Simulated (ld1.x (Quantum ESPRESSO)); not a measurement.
## Cr, RRKJ: configuration errors across variants

| Item | Value |
| --- | --- |
| Element | chromium (Cr) |
| Generator | ld1.x (Quantum ESPRESSO) 7.5 |
| Type | norm-conserving RRKJ (Kleinman–Bylander form) |
| Functional | LDA (PZ) |
| Relativity | scalar-relativistic |
| Frozen core | [Ar] |
| Valence charge | 6 |
| Reference configuration | 3d5 4s1 4p0 |
| Partial waves | 4s (bound): rc 2.65 bohr; 3d (bound): rc 2.05 bohr; 4p (bound, empty): rc 2.90 bohr |
| Local potential | the p channel |
| Core correction | a·sin(br)/r model core inside 2.00 bohr |
| rho0 | 0.01 |

All-electron excitation energies from the reference (eV): (1) 3d5 4s0 4p0 7.140; (2) 3d4 4s0 4p0 23.483; (3) 3d3 4s0 4p0 54.509; (4) 3d5.5 4s0.5 4p0 0.717; (5) 3d4 4s1 4p1 3.612; (6) 3d4 4s2 4p0 -0.058; (7) 3d5 4s0.5 4p0 2.818; (8) 3d5 4s1 4p0 spin -4.916; (9) 3d5 4s0 4p0 spin 2.685.

Spin tests fill each open shell by Hund’s rule, majority spin first.

Tests that are not counted but printed errors over 1 eV. “local potential the d channel”: 3d5.5 4s0.5 4p0 (solver errors, printed error -171 eV); 3d4 4s1 4p1 (solver errors, printed error -2.5 eV).

1 further variants failed, have other tests or another functional or relativity, and are left out.

A true bound ghost makes a file unfit for plane-wave use even where its test errors are small: the radial tests pick states by their node count and pass the ghost by. Where a test does run into it, the solver fails or the error is huge.

Errors AE − PS in meV (a dash: test not solved or not reliable):

| change | (1) | (2) | (3) | (4) | (5) | (6) | (7) | (8) | (9) | bound ghosts |
| --- | --- | --- | --- | --- | --- | --- | --- | --- | --- | --- |
| base | +5.7 | -237 | -682 | -11 | +89 | +124 | +4.0 | +3622 | +3757 | none |
| wave 3d (bound): rc 2.05 bohr becomes 3d (bound): rc 2.10 bohr | +7.0 | -231 | -597 | -9.8 | +101 | +138 | +4.2 | +3552 | +3686 | none |
| local potential the d channel | +0.4 | -130 | -575 | – | – | -51 | -0.1 | +3894 | +4041 | s, p |
| core correction a·sin(br)/r model core inside 0.94 bohr | +1.8 | -265 | -957 | -15 | +64 | +97 | +3.0 | +422 | +443 | none |
| wave 4s (bound): rc 2.65 bohr becomes 4s (bound): rc 3.86 bohr | -3.4 | -462 | -1207 | +9.2 | -26 | +168 | +4.3 | +3711 | +3794 | none |

(1) Give the same row for: wave 4p (bound): rc 2.90 bohr becomes 4p (bound): rc 3.26 bohr.

Results:

(1) +5.7, -238, -685, -4.1, –, –, +20, +3667, +3757; bound ghosts: s. Not counted: 3d4 4s1 4p1 (solver errors, printed error -239 eV); 3d4 4s2 4p0 (solver errors, printed error -247 eV).
